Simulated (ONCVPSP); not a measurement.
Building the ONCV potential for As (PBEsol, scalar-relativistic).

* Element: arsenic
* Generator: ONCVPSP 4.0.1
* Type: optimised norm-conserving Vanderbilt (ONCV)
* Functional: PBEsol
* Relativity: scalar-relativistic
* Frozen core: [Ne]
* Valence charge: 23
* Reference configuration: 3s2 3p6 3d10 4s2 4p2 (charge +1)
* Partial waves: 3s+4s: rc 0.95 bohr, ncon 4, nbas 7, qcut 12.8 1/bohr, 2 projectors; 3p+4p: rc 1.25 bohr, ncon 4, nbas 9, qcut 10.5 1/bohr, 3 projectors, debl 2 Ha; 3d: rc 0.60 bohr, ncon 3, nbas 7, qcut 18.9 1/bohr, 2 projectors, debl 3.8 Ha
* Local potential: polynomial inside 0.55 bohr (lpopt 5, dvloc0 0 Ha)
* Core correction: Teter function, fcfact 3.75, rcfact 1.15

All-electron outer shells of the reference configuration (PBEsol, scalar-relativistic, ld1.x):

```
shell  level (eV)  outermost node (bohr)  outermost maximum (bohr)
   2s    -1495.37                   0.06                      0.17
   2p    -1312.82                      –                      0.14
   3s     -199.69                   0.25                      0.52
   3p     -143.25                   0.22                      0.52
   3d      -50.41                      –                      0.47
   4s      -23.38                   0.73                      1.59
   4p      -13.36                   0.78                      1.90
```

Calculated quality:

```
Cutoffs needed             : 220 Ha and 670 Ha (the cutoffs (Ha) at which the residual kinetic energy of the hardest occupied pseudo-wave falls to 1 and 0.1 mHa per electron)
Ghost test                 : no bound ghost flagged; GHOST(+) flags only above 600 eV
Largest excitation error   : -5.4 meV (all-electron minus pseudo) for 3s2 3p6 3d10 4s2 4p0, out of 4 test configurations
rms error of d²Exc/dni dnj : 2.11 mHa without and 1.52 mHa with the model core
```

Generation and tests took about 11 s on one core of a shared server CPU.
